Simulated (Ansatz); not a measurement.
One change: `[MgH][Br]` becomes `[F][Mg][Br]`.

Ansatz, PBE0-D4/def2-TZVP geometries, multiplicity 1. 

Scalar relativity is left out up to krypton.

```tsv
property	`[MgH][Br]`
HOMO energy (PBE0/def2-TZVPP) / eV	-8.18
HOMO energy (PBE/def2-TZVPP) / eV	-6.93
ideal-gas entropy at 298 K and 1 bar (rigid rotor, harmonic PBE0-D4/def2-TZVP) / J/(mol·K)	251
size of the dipole moment (ωB97M-V/def2-TZVPP) / D	1.51
HOMO–LUMO gap (B3LYP/def2-TZVPP) / eV	6.61
LUMO energy (ωB97M-V/def2-TZVPP) / eV	0.36
```

Task: What does the change do to each property? (Best estimate.)

Result: The calculation gave: 
| property | `[F][Mg][Br]` | shift |
| --- | --- | --- |
| HOMO energy (PBE0/def2-TZVPP) / eV | -8.53 | -0.35 |
| HOMO energy (PBE/def2-TZVPP) / eV | -7.28 | -0.35 |
| ideal-gas entropy at 298 K and 1 bar (rigid rotor, harmonic PBE0-D4/def2-TZVP) / J/(mol·K) | 277 | 26 |
| size of the dipole moment (ωB97M-V/def2-TZVPP) / D | 0.19 | -1.32 |
| HOMO–LUMO gap (B3LYP/def2-TZVPP) / eV | 6.11 | -0.50 |
| LUMO energy (ωB97M-V/def2-TZVPP) / eV | -0.47 | -0.83 |

With PBE0 the HOMO falls by 0.35 eV and the LUMO falls by 0.80 eV, so the gap narrows by about 0.45 eV. PBE moves the HOMO by -0.35 eV and ωB97M-V by -0.35 eV. Dipoles are sizes alone; their direction can turn.

B3LYP here is the variant with VWN-RPA as its local correlation; programs differ in this.

Spin–orbit coupling is left out; it splits and shifts lone-pair levels of the heavy atoms by tenths of an eV.
